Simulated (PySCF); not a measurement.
# Orbital levels and atomic charges: P34H16O16

System: P34H16O16 (flake black phosphorene).

Cartesian coordinates (Å):
```
  1 P     0.7650   -1.0272   -2.7842
  2 P     0.8202   -0.8678   -6.9262
  3 P    -2.4564   -1.0452   -2.7475
  4 P    -0.8324   -1.0104   -1.2956
  5 P    -0.7907   -0.9709   -5.4145
  6 P    -4.0702   -0.9034   -1.2340
  7 P     0.7886   -0.9815    5.4125
  8 P     0.8239   -1.0116    1.2925
  9 P    -2.3507   -1.0398    5.3536
 10 P    -0.8243   -0.8734    6.9325
 11 P    -2.3604   -1.0325    1.2885
 12 P    -0.7715   -1.0349    2.7843
 13 P    -3.9532   -1.2036    2.7672
 14 P     0.7894    1.1230   -3.3534
 15 P    -0.7952    1.1761   -4.8574
 16 P    -2.3807    1.0979   -3.3407
 17 P     0.7915    1.1659    4.8553
 18 P     0.8039    1.1350    0.7285
 19 P    -0.7969    1.1134    3.3554
 20 P    -2.4394    1.1099    4.7928
 21 P    -0.8183    1.1356   -0.7294
 22 P    -2.3981    1.1341    0.7775
 23 P    -4.0722    0.9358    3.3070
 24 P    -3.9728    1.2461   -0.7273
 25 P     3.9461   -1.1972   -2.7674
 26 P     2.3528   -1.0333   -1.2878
 27 P     2.3478   -1.0305   -5.3421
 28 P     4.0706   -0.8869    1.2295
 29 P     2.4535   -1.0396    2.7385
 30 P     4.0691    0.9451   -3.2938
 31 P     2.4393    1.1198   -4.7838
 32 P     3.9597    1.2600    0.7188
 33 P     2.3715    1.1036    3.3343
 34 P     2.3823    1.1341   -0.7803
 35 O     0.8722    0.7638   -7.1864
 36 H     0.8576    0.9825   -8.1222
 37 O    -1.9865   -0.9459   -6.5212
 38 H    -2.8538   -0.8803   -6.1078
 39 O    -5.3450   -0.6477   -2.2692
 40 H    -5.7968   -1.4702   -2.4749
 41 O     1.9822   -0.9517    6.5240
 42 H     2.8526   -0.9129    6.1139
 43 O    -3.5998   -1.0853    6.3973
 44 H    -4.4440   -1.1414    5.9360
 45 O    -0.9231    0.7567    7.1860
 46 H    -0.6238    1.0103    8.0637
 47 O    -5.1370   -1.2611    1.6273
 48 H    -6.0130   -1.2997    2.0211
 49 O    -3.6110    1.0729   -4.4168
 50 H    -4.4542    1.2145   -3.9726
 51 O    -5.3130    0.6335    4.3703
 52 H    -5.6862    1.4473    4.7191
 53 O    -5.1853    1.3205    0.3759
 54 H    -6.0496    1.3311   -0.0444
 55 O     5.1293   -1.2616   -1.6280
 56 H     6.0040   -1.2810   -2.0256
 57 O     3.5978   -1.0758   -6.3861
 58 H     4.4407   -1.1424   -5.9238
 59 O     5.3369   -0.6159    2.2717
 60 H     5.7837   -1.4359    2.4975
 61 O     5.3146    0.6438   -4.3520
 62 H     5.7086    1.4578   -4.6763
 63 O     5.1671    1.3375   -0.3908
 64 H     6.0313    1.3948    0.0258
 65 O     3.6044    1.0849    4.4068
 66 H     4.4477    1.2115    3.9583
```

Method: PBE/def2-SVP, gas phase, PySCF, fitting set def2-universal-JFIT, grid level 1.

The gap is small, so a closed-shell solution may not be the true ground state; the numbers describe that solution.

Q: Give the orbital energies near the gap.

A: 
```
orbital     eV
 HOMO-4  -4.53
 HOMO-3  -4.49
 HOMO-2  -4.45
 HOMO-1  -4.15
   HOMO  -4.00
   LUMO  -2.73
 LUMO+1  -2.40
 LUMO+2  -2.33
 LUMO+3  -2.10
```

Q: Give the partial charges of the non-hydrogen atoms.

A: 
| atom | Mulliken | IAO | Hirshfeld |
| --- | --- | --- | --- |
| P1 | -0.02 | 0.00 | -0.01 |
| P2 | 0.26 | 0.39 | 0.11 |
| P3 | -0.07 | -0.09 | -0.05 |
| P4 | -0.05 | -0.01 | -0.01 |
| P5 | 0.18 | 0.37 | 0.09 |
| P6 | 0.21 | 0.35 | 0.08 |
| P7 | 0.18 | 0.36 | 0.09 |
| P8 | -0.04 | -0.01 | -0.01 |
| P9 | 0.17 | 0.38 | 0.09 |
| P10 | 0.27 | 0.39 | 0.11 |
| P11 | -0.07 | -0.01 | 0.00 |
| P12 | -0.02 | 0.00 | -0.01 |
| P13 | 0.25 | 0.38 | 0.09 |
| P14 | -0.10 | -0.01 | 0.00 |
| P15 | 0.02 | -0.02 | -0.01 |
| P16 | 0.22 | 0.40 | 0.10 |
| P17 | 0.01 | -0.03 | -0.02 |
| P18 | -0.02 | -0.02 | -0.01 |
| P19 | -0.10 | -0.01 | 0.00 |
| P20 | -0.02 | -0.05 | -0.03 |
| P21 | -0.02 | -0.02 | -0.01 |
| P22 | -0.05 | -0.01 | 0.00 |
| P23 | 0.19 | 0.35 | 0.08 |
| P24 | 0.25 | 0.38 | 0.09 |
| P25 | 0.25 | 0.38 | 0.09 |
| P26 | -0.06 | -0.01 | 0.00 |
| P27 | 0.17 | 0.38 | 0.09 |
| P28 | 0.21 | 0.35 | 0.08 |
| P29 | -0.08 | -0.09 | -0.05 |
| P30 | 0.19 | 0.35 | 0.08 |
| P31 | -0.02 | -0.06 | -0.04 |
| P32 | 0.25 | 0.38 | 0.09 |
| P33 | 0.22 | 0.40 | 0.10 |
| P34 | -0.06 | -0.01 | 0.00 |
| O35 | -0.33 | -0.68 | -0.20 |
| O37 | -0.35 | -0.70 | -0.23 |
| O39 | -0.38 | -0.71 | -0.24 |
| O41 | -0.35 | -0.70 | -0.24 |
| O43 | -0.34 | -0.70 | -0.23 |
| O45 | -0.33 | -0.68 | -0.21 |
| O47 | -0.33 | -0.69 | -0.22 |
| O49 | -0.35 | -0.70 | -0.23 |
| O51 | -0.38 | -0.71 | -0.24 |
| O53 | -0.33 | -0.69 | -0.23 |
| O55 | -0.33 | -0.69 | -0.22 |
| O57 | -0.34 | -0.70 | -0.24 |
| O59 | -0.38 | -0.71 | -0.24 |
| O61 | -0.38 | -0.71 | -0.24 |
| O63 | -0.33 | -0.69 | -0.22 |
| O65 | -0.35 | -0.70 | -0.23 |
